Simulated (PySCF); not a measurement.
SeCl₄, SMILES Cl[Se](Cl)(Cl)Cl. Atoms are numbered in the order given.

```xyz
5

Se     0.0000     0.0000     0.4307
Cl     1.6880     0.0000    -0.9260
Cl     0.0000     2.3264     0.4954
Cl    -1.6880     0.0000    -0.9260
Cl     0.0000    -2.3264     0.4954
```
Charge 0, spin multiplicity 1.

Geometry optimised at PBE0-D3(BJ)/def2-SVP. The isomer is the one that the SMILES or the coordinates give; other isomers of the formula were not compared.

Computed with PySCF with TDDFT-B3LYP/def2-SVPD.

Vertical excitations. The molecule is in vacuum. State labels are in the subgroup C2v.

Estimate the UV-visible absorptions. (An estimate is asked for; the answer gives what the named calculation found.)


```
state  symmetry  energy (eV)  λ (nm)      f                            main pairs
-----  --------  -----------  ------  -----  ------------------------------------
S1           A1         2.95     421  0.002                        HOMO→LUMO 99 %
S2           A2         3.22     385  0.000                      HOMO−1→LUMO 99 %
S3           B1         3.35     370  0.004                      HOMO→LUMO+1 98 %
S4           B2         3.39     366  0.005                      HOMO−2→LUMO 95 %
S5           B1         3.51     353  0.001                      HOMO−3→LUMO 98 %
S6           B2         3.65     339  0.007                    HOMO−1→LUMO+1 95 %
S7           A2         3.67     338  0.000                   HOMO−2→LUMO+1 100 %
S8           A1         3.77     329  0.000  HOMO−4→LUMO 60 %, HOMO−3→LUMO+1 40 %
S9           B1         4.06     306  0.000                    HOMO−4→LUMO+1 99 %
S10          A1         4.24     292  0.010  HOMO−3→LUMO+1 58 %, HOMO−4→LUMO 38 %
T1           A1         2.67     464      0                        HOMO→LUMO 99 %
T2           B1         2.90     427      0                      HOMO→LUMO+1 97 %
T3           A2         3.01     412      0                      HOMO−1→LUMO 89 %
T4           B2         3.06     406      0                      HOMO−2→LUMO 82 %
```
Triplets are in the Tamm–Dancoff approximation, which puts them higher than full response would, so one can lie above its singlet here.
